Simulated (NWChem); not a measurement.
Species: CH3ClMgS; SMILES C[S][Mg][Cl]

```xyz
7

Mg     0.5468    -0.8038     0.0038
Cl     0.8422    -2.9869    -0.0026
S      0.2900     1.4800     0.0090
C     -1.5264     1.7266    -0.0149
H     -1.9841     1.3493    -0.9400
H     -1.6971     2.8110     0.0297
H     -2.0228     1.2710     0.8532
```
Atoms are numbered in this order, from 1.

Computed with NWChem. Pople sets run with spherical d functions. Geometry: optimised at PBE0/def2-SVP. GIAO values for the isolated, static molecule; σ is the absolute isotropic shielding, δ = σ(reference) − σ with the isolated reference molecule computed at the same levels (13C: tetramethylsilane, 1H: tetramethylsilane).

```csv
level,σ Mg1 (ppm),σ Cl2 (ppm),σ S3 (ppm),δ C4 (ppm),δ H5 (rotor mean) (ppm)
PBE0/pcSseg-1,484.4,1059.9,747.2,9.9,2.02
Hartree-Fock/6-31G*,549.9,1093.4,831.8,7.3,1.78
B3LYP/6-311G**,?,?,?,10.0,?
```

Question: Complete the blanks.

Answer: 
- B3LYP/6-311G**, σ Mg1 (ppm): 480.5
- B3LYP/6-311G**, σ Cl2 (ppm): 1029.2
- B3LYP/6-311G**, σ S3 (ppm): 708.2
- B3LYP/6-311G**, δ H5 (rotor mean) (ppm): 2.07
